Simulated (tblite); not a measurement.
C₆H₁₁P.
Numbering: `[CH3:1]/[CH:2]=[CH:3]/[PH:4][CH:5]1[CH2:6][CH2:7]1` (hydrogens: H8, H9, H10 on C1; H11 on C2; H12 on C3; H13 on P4; H14 on C5; H15, H16 on C6; H17, H18 on C7)

Computed with GFN2-xTB (tblite), gas phase: L-BFGS steps from a force-field or distance-geometry start until the largest atomic force falls under 0.01 eV/Å.

Step 0: E = -568.8456 eV
```
atom  x, y, z in Å  |  force x, y, z in eV/Å
C1      3.4364    0.4535   -0.5447   -0.218   0.300   0.265
C2      2.2391   -0.4152   -0.2988    0.181   0.162   0.177
C3      1.0820    0.0303    0.1824   -0.297  -0.594  -0.564
P4     -0.3245   -1.1376    0.4565    0.546   0.210   0.920
C5     -1.7068   -0.1009   -0.1281    0.115   0.057  -0.639
C6     -2.4171    0.7738    0.8601   -0.125  -0.007   0.266
C7     -3.0934   -0.4474    0.3160   -0.257   0.025   0.300
H8      3.2325    1.5104   -0.3024    0.001  -0.473  -0.072
H9      4.2791    0.1219    0.0669   -0.064  -0.012  -0.137
H10     3.7128    0.3929   -1.5929    0.142  -0.033  -0.074
H11     2.3811   -1.4787   -0.5057   -0.083   0.328   0.010
H12     0.9396    1.0869    0.4019   -0.113  -0.299   0.082
H13    -0.1531   -1.9820   -0.6521   -0.002   0.334  -0.203
H14    -1.5912    0.2804   -1.1482   -0.067  -0.014   0.221
H15    -2.1056    0.7696    1.9038    0.001  -0.108  -0.287
H16    -2.7680    1.7438    0.5379    0.041  -0.012  -0.072
H17    -3.2429   -1.2819    0.9989    0.126   0.158  -0.220
H18    -3.9088   -0.3135   -0.3831    0.073  -0.021   0.025
```

**Question.** Estimate the geometry and energy of step 1. (The exact step hangs on the optimiser's Hessian estimate; all steps are aligned on step 0, rigid shifts and turns removed.)

**Answer.** E = -568.8835 eV, largest force 0.581 eV/Å
```
atom  x, y, z in Å  |  force x, y, z in eV/Å
C1      3.4333    0.4577   -0.5409   -0.027  -0.017  -0.015
C2      2.2417   -0.4129   -0.2963    0.122   0.071   0.124
C3      1.0778    0.0219    0.1743   -0.199  -0.181  -0.405
P4     -0.3167   -1.1346    0.4697    0.235   0.100   0.522
C5     -1.7051   -0.1000   -0.1372   -0.088  -0.085   0.114
C6     -2.4189    0.7737    0.8639   -0.097  -0.102  -0.150
C7     -3.0971   -0.4471    0.3203    0.041   0.223   0.069
H8      3.2325    1.5037   -0.3034   -0.063  -0.140   0.010
H9      4.2782    0.1217    0.0649   -0.057   0.000  -0.106
H10     3.7148    0.3925   -1.5940    0.078  -0.011   0.085
H11     2.3799   -1.4740   -0.5056   -0.026   0.248  -0.008
H12     0.9380    1.0826    0.4030   -0.111  -0.425   0.038
H13    -0.1531   -1.9772   -0.6550   -0.004   0.374  -0.005
H14    -1.5921    0.2802   -1.1451   -0.024   0.078  -0.070
H15    -2.1056    0.7680    1.8997    0.068  -0.102  -0.093
H16    -2.7674    1.7436    0.5369    0.030  -0.024  -0.041
H17    -3.2411   -1.2796    0.9958    0.097   0.003  -0.091
H18    -3.9077   -0.3138   -0.3827    0.029  -0.011   0.023
```

The energy changes by -0.0379 eV. The first-order estimate −F·Δx gives -0.0545 eV and the mean of the old and new forces, exact on a quadratic surface, -0.0379 eV. The step makes an angle of 1° with the force vector and moves no atom by more than 0.016 Å.

The cost below is that of the whole relaxation. Hardware: an Arm Neoverse V1 with one thread (shared host). Cost: 0.58 s.
